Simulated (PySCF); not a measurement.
Several molecules and their computed UV-vis stick spectra, shuffled. Computed, not measured: TDDFT B3LYP/def2-SVPD, vertical, gas phase, core orbitals frozen in the response (PySCF 2.14.0, density-fitted response routines). Geometries: GFN2-xTB; one conformer of each isolated species. Triplets are in the Tamm–Dancoff approximation.

A. `FC(F)(Cl)C(Cl)(Cl)Cl`
B. `C=C[P@](C)(=O)CO`
C. `CCPC(=O)OC`

Lowest singlet levels (six at most, fewer where fewer were computed) with oscillator strengths:

1. 228 nm (f 0.041); 199 nm (f 0.028); 197 nm (f 0.082); 182 nm (f 0.066); 176 nm (f 0.050); 171 nm (f 0.008); T1 4.66 eV
2. 230 nm (f 0.033); 219 nm (f 0.004); 192 nm (f 0.016); 190 nm (f 0.023); 176 nm (f 0.015); 175 nm (f 0.003); T1 4.42 eV
3. 199 nm (f 0.000); 191 nm (f 0.003); 190 nm (f 0.010); 186 nm (f 0.017); 186 nm (f 0.004); 181 nm (f 0.001); T1 5.66 eV

Question: Which spectrum belongs to which structure?

Answer: 1 = C, 2 = B, 3 = A.
- A: S1 at 6.22 eV, HOMO→LUMO (96%); Löwdin shares by element: HOMO chlorine 98%; LUMO chlorine 73% or more, carbon 25% or more; HOMO -8.97 and LUMO -1.54 eV; point group Cs, 1 of its 6 listed states under f = 0.0005.
- B: S1 at 5.39 eV, HOMO→LUMO (96%); Löwdin shares by element: HOMO oxygen 54%, carbon 15% or more, phosphorus 12% (atoms not listed hold the other 18%); LUMO carbon 69% or more, phosphorus 7%, hydrogen 6% or more (atoms not listed hold the other 19%); HOMO -7.32 and LUMO -1.11 eV.
- C: S1 at 5.43 eV, HOMO→LUMO (75%), HOMO-1→LUMO (19%); Löwdin shares by element: HOMO phosphorus 51%, carbon 18% or more, oxygen 17% or more; LUMO oxygen 38%, carbon 33% or more, phosphorus 18%; HOMO -7.04 and LUMO -0.48 eV.
B and C have S1 within 0.05 eV of each other; their strongest listed levels stand at 5.39 eV (f 0.033) and 6.29 eV (f 0.082).
